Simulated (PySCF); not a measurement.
Coordinates in bohr (charge 0 multiplicity 1):
```
W     0.0000    0.0000    0.0000
Cl    0.0000    0.0000    4.3446
Cl    3.0721    3.0721    0.0000
Cl   -3.0721    3.0721    0.0000
Cl    3.0721   -3.0721    0.0000
Cl    0.0000    0.0000   -4.3446
Cl   -3.0721   -3.0721    0.0000
```

Level of theory: PySCF, PBE0, basis W def2-SVP with ECP60, Cl def2-SVP (scalar-relativistic core potentials, no spin–orbit coupling, density fitting).

This geometry of WCl₆ is a stationary point at this level.

(1) What is the point group?

(2) Is it a minimum?

(3) List the harmonic modes with their infrared intensities.

(4) What are the dipole moment and the gap between the highest occupied and lowest empty levels?

Answers

(1) Oh.

(2) Yes: all harmonic wavenumbers are real.

(3) 
| symmetry | ω (cm⁻¹) | IR (km/mol, summed over degenerate members) |
| --- | --- | --- |
| t2u | 84 | 0.0 |
| t1u | 166 | 54.9 |
| t2g | 202 | 0.0 |
| eg | 339 | 0.0 |
| t1u | 379 | 462 |
| a1g | 413 | 0.0 |

(4) 0.00 D and 3.92 eV.

Stability towards spin polarisation was not tested. Other isomers or separated fragments may lie lower. With an element this heavy the missing spin–orbit coupling can shift these numbers.
